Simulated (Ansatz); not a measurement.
B₁₆P₁₆H₃₆, a nanocrystal cut from zinc blende BP (hydrogen-capped). The state is a singlet with charge 0. Geometry r2SCAN-D4/def2-SVP; atoms count from 1.

Cartesian coordinates in Å:
```
B 0.565 -3.056 1.413
B -0.850 -2.733 -1.553
B -1.725 -1.150 2.712
B -3.141 -0.824 -0.253
B 0.882 -1.685 -4.101
B 2.296 -1.982 -1.186
B 0.006 -0.107 0.168
B 3.148 0.677 0.483
B 1.730 0.936 -2.376
B 1.416 -0.399 3.081
B 0.857 2.586 1.784
B -1.400 0.189 -2.742
B -3.695 2.129 -1.503
B -0.551 2.836 -1.081
B -2.287 1.836 1.416
B 2.586 3.628 -0.768
P 2.243 -3.132 0.385
P 0.921 -2.675 -2.418
P -0.632 -3.818 0.049
P -3.133 -1.736 1.467
P 0.065 -1.169 1.829
P -1.342 -0.879 -1.073
P -2.353 0.695 2.993
P -3.564 1.063 0.129
P 3.172 -0.230 2.206
P 0.386 0.120 -3.544
P 1.791 -0.131 -0.707
P -0.492 1.770 0.589
P 2.592 2.532 0.849
P 1.235 2.766 -1.884
P 1.077 1.515 3.395
P -1.894 2.019 -2.250
H 0.617 -3.758 2.403
H -1.680 -3.222 -2.292
H -1.747 -1.790 3.744
H -3.968 -1.315 -0.995
H 0.010 -2.169 -4.800
H 2.008 -1.692 -4.565
H 3.395 -2.010 -1.700
H 4.248 0.646 -0.033
H 2.834 0.902 -2.886
H 1.496 -1.015 4.124
H 0.549 3.727 2.067
H -2.232 -0.308 -3.478
H -4.495 1.585 -2.241
H -3.953 3.275 -1.181
H -0.857 3.976 -0.789
H -2.590 2.977 1.701
H 3.685 3.537 -1.285
H 2.229 4.750 -0.458
H 2.410 -4.486 -0.013
H 3.370 -3.042 1.236
H 1.275 -4.031 -2.680
H -0.085 -5.082 -0.305
H -1.836 -4.288 0.628
H -3.203 -3.149 1.400
H -4.372 -1.514 2.128
H -3.696 0.597 3.451
H -1.792 1.254 4.167
H -4.829 1.057 0.787
H 3.879 -1.456 2.232
H 4.003 0.489 3.108
H 0.331 0.924 -4.717
H 3.549 3.056 1.766
H 1.158 3.502 -3.099
H 0.082 1.704 4.385
H 2.184 2.002 4.142
H -1.889 2.775 -3.456
```

Single mean-field runs in def2-SVP are fitted with def2-universal-jkfit.

Question: Estimate the Mulliken populations of the heavy atoms from the PBE0/def2-SVP orbitals of Ansatz.

Answer: 
```csv
atom,charge (e)
B1,-0.20
B2,-0.16
B3,-0.20
B4,-0.16
B5,-0.13
B6,-0.16
B7,-0.19
B8,-0.16
B9,-0.15
B10,-0.20
B11,-0.16
B12,-0.15
B13,-0.13
B14,-0.15
B15,-0.16
B16,-0.13
P17,0.13
P18,0.07
P19,0.13
P20,0.13
P21,0.11
P22,0.02
P23,0.13
P24,0.07
P25,0.13
P26,0.11
P27,0.02
P28,0.02
P29,0.07
P30,0.11
P31,0.13
P32,0.11
```
Mulliken values and Mayer orders depend strongly on the basis.

Question: And the Mayer bond orders between bonded heavy atoms (over 0.3, the first 40 of 46)?

Answer: B1–P17 0.88 (1.97 Å); B1–P19 0.88 (1.97 Å); B1–P21 0.91 (2.00 Å); B2–P18 0.90 (1.97 Å); B2–P19 0.84 (1.95 Å); B2–P22 0.89 (1.98 Å); B3–P20 0.88 (1.97 Å); B3–P21 0.91 (2.00 Å); B3–P23 0.88 (1.97 Å); B4–P20 0.84 (1.95 Å); B4–P22 0.89 (1.98 Å); B4–P24 0.91 (1.97 Å); B5–P18 0.82 (1.95 Å); B5–P26 0.87 (1.95 Å); B6–P17 0.84 (1.95 Å); B6–P18 0.91 (1.97 Å); B6–P27 0.89 (1.98 Å); B7–P21 0.84 (1.97 Å); B7–P22 0.89 (1.99 Å); B7–P27 0.89 (1.99 Å); B7–P28 0.89 (1.99 Å); B8–P25 0.84 (1.95 Å); B8–P27 0.89 (1.98 Å); B8–P29 0.91 (1.97 Å); B9–P26 0.91 (1.96 Å); B9–P27 0.84 (1.98 Å); B9–P30 0.91 (1.96 Å); B10–P21 0.91 (2.00 Å); B10–P25 0.88 (1.97 Å); B10–P31 0.88 (1.97 Å); B11–P28 0.89 (1.98 Å); B11–P29 0.91 (1.97 Å); B11–P31 0.84 (1.95 Å); B12–P22 0.84 (1.98 Å); B12–P26 0.91 (1.96 Å); B12–P32 0.91 (1.96 Å); B13–P24 0.82 (1.95 Å); B13–P32 0.87 (1.95 Å); B14–P28 0.84 (1.98 Å); B14–P30 0.91 (1.96 Å).
